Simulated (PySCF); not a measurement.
F₂HOSb, SMILES [OH][Sb]([F])[F]. Heavy atoms are numbered as in [Sb:1]([F:2])([F:3])[OH:4]. Hydrogens are named by the atom that carries them.

Geometry optimised at B3LYP-D3(BJ)/def2-SVP. The def2 effective core potentials stand for the cores of Sb; spin–orbit coupling is left out. Other conformers were not sampled.

Method: r2SCAN/def2-TZVPD (PySCF).

Mulliken values depend strongly on the basis, most of all with diffuse functions as here. ESP charges are fitted to the potential on shells at 1.4 to 2.0 van der Waals radii. Atomic charges (e), one atom of each kind:

| atom | ESP fit | Mulliken |
|---|---|---|
| Sb1 | ___ | 1.49 |
| F2 | ___ | -0.54 |
| O4 (OH) | ___ | -0.73 |
| H on O4 | ___ | 0.33 |

Problem. Complete the blanks. (Estimate from the structure and the level; the computed values follow.)

Solution. 
- Sb1, ESP fit: 0.80
- F2, ESP fit: -0.31
- O4 (OH), ESP fit: -0.58
- H on O4, ESP fit: 0.40
